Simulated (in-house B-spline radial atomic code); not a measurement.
Ionising Zn VII (Zn6+) with different functionals

Computed with a B-spline radial code for spherical atoms: four-component Dirac-Coulomb Hamiltonian, Fermi nucleus of rms radius 3.9283 fm, spin-restricted, spherical fractional occupations for the functionals. The ionisation energy is the difference of two self-consistent energies, [Ar] 3d6 → [Ar] 3d5, without Breit or QED terms; ε is the level of the shell that loses the electron (mean over j). The electron is taken from both j subshells in proportion to 2j + 1, so the result is a j average, not the step between ground levels.

Hybrids are left out here: with spherical fractional occupations of an open shell their exact exchange keeps a self-interaction that integer-occupation calculations don't have.

```tsv
method	rung	ΔSCF (eV)	-ε(3d) (eV)
LDA VWN5	LDA	140.39	125.93
relativistic LDA	LDA	140.41	125.95
LDA PW92	LDA	140.38	125.92
LDA exchange-only	LDA	138.27	123.84
PBE	GGA	140.09	125.62
PBEsol	GGA	140.04	125.57
BLYP	GGA	140.00	125.54
RPBE	GGA	140.01	125.54
PW91	GGA	140.25	125.78
BP86	GGA	140.15	125.68
AM05	GGA	140.08	125.61
OLYP	GGA	140.71	126.20
```

(1) How do they compare with the NIST value?

Answers

(1) NIST lists 134 eV ± 1.2 (semi-empirical, ground level to ground level). Errors run from +4.37 to +6.81 eV. The correlated functionals all miss on the same side by more than they spread, so the cause is common to them (Breit-QED terms, spin polarisation, the choice among j levels, multiplet and fine-structure energies, or a listed next ion that isn't the cheapest removal here) and closeness doesn't rank the functionals.
